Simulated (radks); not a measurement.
Values are calculated unless marked as measured or tabulated.
Question: Neutral caesium: order these configurations by energy. Level of theory: scalar-relativistic Kohn-Sham, LDA (Slater exchange, Perdew-Wang correlation), spin-polarised, spherical densities, finite nucleus; Fermi nuclear charge, rms radius of each element as measured or else 0.836 A^(1/3) + 0.57 fm (a radial shooting solver on a logarithmic mesh with Libxc functionals). Open shells are filled with parallel spins first. [Xe] 4f1; [Xe] 5d1; [Xe] 6p1; [Xe] 6s1.

Answer: From the lowest, in eV above it: [Xe] 6s1 0.000; [Xe] 6p1 1.504; [Xe] 5d1 1.763; [Xe] 4f1 3.173.
